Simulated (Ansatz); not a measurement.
The cluster Al₅O₉H₃. Charge 0, multiplicity 1. Geometry r2SCAN-D4/def2-SVP.

| atom | x (Å) | y (Å) | z (Å) |
| --- | --- | --- | --- |
| Al1 | 0.449 | -1.674 | 2.670 |
| Al2 | -1.178 | 0.218 | -1.499 |
| Al3 | 1.415 | 2.141 | -1.319 |
| Al4 | -0.642 | -1.711 | 0.443 |
| Al5 | 0.643 | 0.515 | 1.057 |
| O6 | -0.363 | 1.892 | -1.852 |
| O7 | -0.969 | -2.441 | 2.001 |
| O8 | -0.960 | 0.078 | 0.309 |
| O9 | 0.417 | 0.167 | 2.910 |
| O10 | 1.481 | 1.802 | 0.392 |
| O11 | 1.088 | -1.268 | 1.025 |
| O12 | -0.943 | -1.822 | -1.285 |
| O13 | 2.514 | 3.068 | -2.170 |
| O14 | 0.526 | 0.606 | -2.104 |
| H15 | -2.558 | 0.190 | -2.247 |
| H16 | -1.037 | -2.504 | -1.958 |
| H17 | 0.118 | 0.743 | 3.627 |

The structure holds one bond between oxygen atoms, so isomers without such links may lie far lower. The restricted singlet is unstable towards broken spin symmetry in Hartree–Fock (as tested in another run); at HF/STO-3G, PBE-D4/def2-TZVP, r2SCAN-D4/def2-TZVP, B97M-V/def2-TZVP and others this wasn't settled. At PBE-D4/def2-TZVP, r2SCAN-D4/def2-TZVP an occupied level lies above an empty one. Another isomer (singlet) lies 8.48 eV lower at PBE0-D4/def2-TZVP; other spin states weren't run for this one.

Question: Estimate the orbital energies around the gap (eV) in Ansatz with HF/STO-3G, PBE-D4/def2-TZVP, r2SCAN-D4/def2-TZVP, B97M-V/def2-TZVP, PBE0-D4/def2-TZVP.

Answer: 
| orbital | HF/STO-3G | PBE-D4/def2-TZVP | r2SCAN-D4/def2-TZVP | B97M-V/def2-TZVP | PBE0-D4/def2-TZVP |
| --- | --- | --- | --- | --- | --- |
| HOMO−9 | -9.06 | -8.29 | -8.67 | -8.79 | -9.91 |
| HOMO−8 | -8.77 | -7.99 | -8.40 | -8.44 | -9.82 |
| HOMO−7 | -8.37 | -7.91 | -8.31 | -8.30 | -9.71 |
| HOMO−6 | -7.55 | -7.66 | -7.98 | -8.04 | -9.16 |
| HOMO−5 | -6.81 | -7.51 | -7.87 | -7.90 | -9.03 |
| HOMO−4 | -6.60 | -7.35 | -7.69 | -7.75 | -8.83 |
| HOMO−3 | -6.41 | -6.41 | -6.80 | -6.96 | -8.10 |
| HOMO−2 | -2.14 | -6.20 | -6.37 | -6.63 | -7.33 |
| HOMO−1 | -1.13 | -5.33 | -5.37 | -5.44 | -6.16 |
| HOMO | -0.48 | -5.10 | -5.28 | -5.36 | -5.66 |
| LUMO | 1.95 | -5.29 | -5.33 | -5.31 | -5.12 |
| LUMO+1 | 9.10 | -3.07 | -2.77 | -2.54 | -1.49 |
| LUMO+2 | 10.05 | -1.93 | -1.47 | -1.75 | -1.15 |
| LUMO+3 | 11.02 | -1.55 | -1.04 | -1.37 | -0.92 |
| LUMO+4 | 12.07 | -1.06 | -0.65 | -0.90 | -0.46 |
| LUMO+5 | 12.88 | -0.37 | 0.18 | -0.15 | 0.38 |
